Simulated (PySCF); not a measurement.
## Orbital picture of LiGa

LC-ωPBE at R = 2.881 Å; Li pcseg-1, Ga pcseg-1; no relativity (PySCF 2.14). State: ¹Σ⁺ (singlet), closed shell. Only the outer orbitals are listed, counted within each symmetry.

```csv
orbital,occ.,ε (eV),on Li (%),main shells (%)
6σ,2,-56.43,100,100 Li s
1δ,2,-25.04,0,100 Ga d
1δ,2,-25.04,0,100 Ga d
3π,2,-24.77,0,100 Ga d
3π,2,-24.77,0,100 Ga d
7σ,2,-24.69,0,100 Ga d
8σ,2,-11.85,4,96 Ga s
9σ,2,-5.37,34,"63 Ga p, 32 Li s"
10σ,0,0.12,85,"54 Li s, 31 Li p, 15 Ga p"
4π,0,0.34,34,"66 Ga p, 34 Li p"
4π,0,0.34,34,"66 Ga p, 34 Li p"
```

Task: Which are the highest filled and the lowest empty level, where do they sit, and how wide is the gap?

Result: Highest filled 9σ at -5.37 eV (in %: 63 Ga p, 32 Li s); lowest empty 10σ at 0.12 eV (in %: 54 Li s, 31 Li p, 15 Ga p); the gap at LC-ωPBE is 5.49 eV. An empty level above zero is unbound, and its energy depends on the basis.

```
bond order (Mayer)                               : 0.94
⟨S²⟩                                             : 0.000
charge on Li (Mulliken, basis-dependent)         : 0.23
charge on Li (Löwdin, basis-dependent)           : 0.04
dipole moment (positive dipole means Li(−)Ga(+)) : -3.82 D
```

Closed-shell solutions of metal pairs were not tested for spin polarisation, which can lower them a little.
